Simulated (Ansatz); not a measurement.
FHMoO3, SMILES `[O]=[Mo](=[O])([OH])[F]` at its PBE0-D4/def2-TZVP geometry, where that method's forces vanish. Charge 0, multiplicity 1. Mo takes the def2 core potential.

```json
{"atom": "O1", "x (Å)": "-1.7304", "y (Å)": "-0.0672", "z (Å)": "-0.8566"}
{"atom": "Mo2", "x (Å)": "-0.1265", "y (Å)": "0.0657", "z (Å)": "-0.4136"}
{"atom": "O3", "x (Å)": "0.2745", "y (Å)": "1.6864", "z (Å)": "-0.4166"}
{"atom": "O4", "x (Å)": "0.0828", "y (Å)": "-0.6374", "z (Å)": "1.2955"}
{"atom": "F5", "x (Å)": "0.9364", "y (Å)": "-0.8410", "z (Å)": "-1.6166"}
{"atom": "H6", "x (Å)": "0.5634", "y (Å)": "-0.2066", "z (Å)": "2.0080"}
```

(1) For each bond, give half the difference of the two atoms' forces along it (eV/Å; positive pushes the atoms apart) under PBE-D4, r2SCAN-D4, B3LYP-D4, ωB97M-V in def2-TZVPP. (An estimate is asked.)

Answers

(1) Ansatz gave: 
```csv
bond,length (Å),PBE-D4,r2SCAN-D4,B3LYP-D4,ωB97M-V
O1–Mo2,1.669,1.06,0.60,0.43,-0.36
Mo2–O3,1.670,0.96,0.53,0.41,-0.35
Mo2–O4,1.860,-0.05,0.00,0.14,0.23
Mo2–F5,1.844,0.01,-0.11,0.12,0.22
O4–H6,0.961,0.26,-0.04,-0.09,-0.08
```

B3LYP here is the variant with VWN-RPA as its local correlation; programs differ in this.
